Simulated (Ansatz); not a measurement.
C$_{2}$H$_{6}$Se, charge +1, doublet, geometry from GFN2-xTB (a state made from the parent by changing its charge; the spin is typed, not shown lowest); BLYP/def2-SVP (Ansatz, an electronic-structure program).

The Ansatz input:
Ansatz 0.2 input:
```yaml
crystal:
  periodic: [false, false, false]
  atoms:
    - {symbol: C, position_ang: [1.43646973, -0.33192309, 0.77233591]}
    - {symbol: Se, position_ang: [0.01776368, 0.16430934, -0.42584659]}
    - {symbol: C, position_ang: [-1.49741081, -0.23176581, 0.68859745]}
    - {symbol: H, position_ang: [1.39335021, -1.40350688, 0.97191605]}
    - {symbol: H, position_ang: [2.39274490, -0.08971693, 0.31358720]}
    - {symbol: H, position_ang: [1.33371012, 0.20249750, 1.71688143]}
    - {symbol: H, position_ang: [-1.44849712, -1.26424698, 1.03489391]}
    - {symbol: H, position_ang: [-2.41075515, -0.07687321, 0.11817061]}
    - {symbol: H, position_ang: [-1.49887155, 0.42746234, 1.55773464]}
basis:
  gaussian:
    orbitals: def2-SVP
    occupation: {up: {"A": 15, "B": 11}, down: {"A": 14, "B": 11}}
hamiltonian:
  xc: blyp
total_charge: 1
magnetization: {spin_polarized: true, initial_magnetization: 1}
```

What the program printed (banner, timings and long lists left out):

```
Functional definition: BLYP
the irreps are read with x along [0.999, -0.014, 0.036], y along [-0.000, 0.933, 0.360] and z along [-0.039, -0.360, 0.932] of the geometry given
1010 factors; their error is unknown
mean field evaluation 1: about -67469.1867 eV, gradient 7.2e1 eV
mean field evaluation 2: about -67492.1744 eV, gradient 2.4e1 eV
mean field evaluation 4: about -67496.1896 eV, gradient 3.9e-1 eV
mean field evaluation 8: about -67496.0799 eV, gradient 4.3e-4 eV
mean field -67496.07987940 eV, -2480.4351850816 hartree, gradient 1.5e-6 eV, S^2 0.754354; 0 other end points of the search recorded, 0 dependent functions left out
reference -67496.08019290 eV, -2480.4351966028 hartree; 26, 25 occupied and 64, 65 virtual orbitals, 1010 factors
Total energy: -67496.08019290 eV, -2480.4351966028 hartree
```
